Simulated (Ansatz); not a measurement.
Start from `C[Si](N)(N)[SiH3]` and change one atom or group to get `C[Si](N)(N)S`.

Ansatz, PBE0-D4/def2-TZVP geometries, multiplicity 1. Each molecule was computed in one conformer, which needn't be the lowest.

| property | `C[Si](N)(N)[SiH3]` |
| --- | --- |
| HOMO energy (PBE0/def2-TZVPP) / eV | -6.74 |
| HOMO–LUMO gap (B3LYP/def2-TZVPP) / eV | 6.88 |
| size of the dipole moment (B3LYP/def2-TZVPP) / D | 1.36 |
| HOMO energy (ωB97M-V/def2-TZVPP) / eV | -8.88 |
| size of the dipole moment (ωB97M-V/def2-TZVPP) / D | 1.37 |
| LUMO energy (PBE/def2-TZVPP) / eV | -0.28 |

Problem. What does the change do to each property? (Estimate.)

Solution. Computed: 
| property | `C[Si](N)(N)S` | shift |
| --- | --- | --- |
| HOMO energy (PBE0/def2-TZVPP) / eV | -6.89 | -0.15 |
| HOMO–LUMO gap (B3LYP/def2-TZVPP) / eV | 6.88 | 0.00 |
| size of the dipole moment (B3LYP/def2-TZVPP) / D | 1.75 | 0.39 |
| HOMO energy (ωB97M-V/def2-TZVPP) / eV | -9.12 | -0.24 |
| size of the dipole moment (ωB97M-V/def2-TZVPP) / D | 1.75 | 0.38 |
| LUMO energy (PBE/def2-TZVPP) / eV | -0.28 | 0.00 |

Dipoles are sizes alone; their direction can turn.

B3LYP here is the variant with VWN-RPA as its local correlation; programs differ in this.
